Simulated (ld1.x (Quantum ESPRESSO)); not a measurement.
# Yb (Z = 70): excitation energies, all-electron against TM semilocal

ytterbium (Yb), norm-conserving Troullier–Martins (semilocal form), made with ld1.x (Quantum ESPRESSO) 7.5 (PBEsol, scalar-relativistic). Core [Xe], reference 4f13 5d0 6s0 6p0 (charge +3). Waves: 6s (bound, empty): rc 2.75 bohr; 6p (bound, empty): rc 2.75 bohr; 4f (bound): rc 0.70 bohr; 5d (bound, empty): rc 2.55 bohr. Local part: the d channel. Core correction: Bessel-smoothed model core inside 0.40 bohr.

Energies are relative to the spin-unpolarised reference configuration 4f13 5d0 6s0 6p0; without spin polarisation the order of configurations can differ from experiment.

Task: Give the all-electron excitation energy and the error of the potential for: 4f14 5d0 6s2 6p0; 4f14 5d0 6s1 6p0; 4f14 5d0 6s0 6p0; 4f14 5d0.5 6s1.5 6p0; 4f13 5d1 6s2 6p0; 4f13 5d1 6s1 6p0; 4f14 5d0 6s0 6p2.

Result:

```csv
valence configuration,charge,ΔE all-electron (eV),error AE − PS (meV)
4f14 5d0 6s2 6p0,0,-45.297,-952
4f14 5d0 6s1 6p0,+1,-38.753,-1014
4f14 5d0 6s0 6p0,+2,-26.627,-1050
4f14 5d0.5 6s1.5 6p0,0,-43.665,-1082
4f13 5d1 6s2 6p0,0,-40.238,-161
4f13 5d1 6s1 6p0,+1,-32.958,-176
4f14 5d0 6s0 6p2,0,-39.237,-798
```

Levels in the configuration 4f13 5d1 6s2 6p0:

```
level  all-electron (eV)  pseudo (eV)
   4f             -9.642       -9.358
   5d             -1.880       -1.774
   6s             -4.591       -4.621
```

These tests converged, but a pseudo level misses the all-electron one widely, so the file describes the atom poorly there or has found another state: 4f14 5d0 6s2 6p0: 4f by 1.4 eV; 4f14 5d0.5 6s1.5 6p0: 4f by 1.2 eV; 4f14 5d0 6s0 6p2: 4f by 1.6 eV.

A Bessel basis up to 400 Ry misses an occupied level by 0.07 Ry, so cutoffs and ghosts were not judged.
